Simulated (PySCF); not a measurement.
Computed shifts of a molecule C4H8O2S, B3LYP/pcSseg-1 (PySCF), GIAO, gas phase, equivalent atoms averaged, in ppm (number of nuclei): ¹³C: 62.2 (2), 28.6 (2). ¹H: 3.16 (1), 3.07 (1), 3.00 (1), 2.67 (1), 2.38 (1), 2.19 (1), 2.18 (1), 2.09 (1). References: ¹⁷O against H2O (σ = 333.8 ppm); ³³S against H2S (σ = 695.8 ppm); ¹³C against TMS (σ = 181.3 ppm); ¹H against TMS (σ = 31.68 ppm), references at their B3LYP-D3(BJ)/def2-TZVP geometries, non-relativistic. Geometry optimised at PBE0-D3(BJ)/def2-SVP. Other conformers were not sampled.

Q: Which structure fits?
A. C=C(C)S(C)(=O)=O
B. O=S1(=O)CCCC1
C. C/C=C/S(C)(=O)=O

A: B, O=S1(=O)CCCC1
